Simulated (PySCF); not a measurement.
C2H4N2OSi, SMILES O[SiH]1N=CC=N1. Heavy atoms are numbered as in [OH:1][SiH:2]1[N:3]=[CH:4][CH:5]=[N:6]1. Hydrogens are named by the atom that carries them.

Coordinates come from a B3LYP-D3(BJ)/def2-SVP optimisation. The structure was generated by enumeration, and PubChem lists no compound with its InChIKey, so it may never have been made. One conformer was computed; it need not be the lowest.

These are PBE/def2-TZVP (PySCF) values and carry that method's errors.

ESP charges are fitted to the potential on shells at 1.4 to 2.0 van der Waals radii. Atomic charges (e), one atom of each kind:

```csv
atom,Löwdin,ESP fit,Mulliken
O1 (OH),-0.08,-0.71,-0.47
Si2 (SiH),0.11,?,0.51
N3,0.02,-0.60,-0.22
C4 (CH),-0.25,?,-0.06
H on O1,0.18,0.46,0.32
H on Si2,-0.02,?,-0.02
H on C4,0.13,0.06,0.11
```

Question: What belongs in the gaps? (Estimate from the structure and the level; the computed values follow.)

Answer: 
- Si2 (SiH), ESP fit: 1.00
- C4 (CH), ESP fit: 0.20
- H on Si2, ESP fit: -0.09

Computed Mayer and Wiberg (Löwdin basis) orders of the bonds:
```
bond    Mayer  Wiberg
------  -----  ------
O1–Si2   1.28    1.72
Si2–N3   0.99    1.15
N3–C4    1.97    2.33
C4–C5    0.96    1.18
Si2–N6   0.99    1.15
C5–N6    1.97    2.33
```
